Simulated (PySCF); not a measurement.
**A thermochemical cycle for CsAs**

PBE in PySCF with def2-SVP on every atom (core potentials on Cs), for the lowest determinant that a PBE0 search found; no spin–orbit coupling. CsAs, a triplet (π ↑↑), has De = 1.28 eV to neutral atoms, and CsAs⁺, a quartet (σ ↑, π ↑↑), has De = 0.15 eV to Cs⁺ + As.

At the same level the Cs atom ionises at 3.97 eV.

Problem. What is the adiabatic ionisation energy of the molecule, and does ionisation strengthen or weaken the bond?

Solution. IE = IE(Cs) + De(neutral) − De(ion) = 3.97 + 1.28 − 0.15 = 5.10 eV. De changes by -1.13 eV, so ionisation weakens the bond.

Weak bonds: CsAs⁺. Basis-set superposition, not corrected here, can be much of De in a small basis, most of all at correlated wavefunction levels. Spin–orbit coupling is left out, which matters for elements this heavy, above all for dissociation energies. For an ion De counts to the pair picked by the measured ionisation energies or electron affinities, which need not be the lowest pair at this level. States were picked by a PBE0 search and need not be the measured ground states.
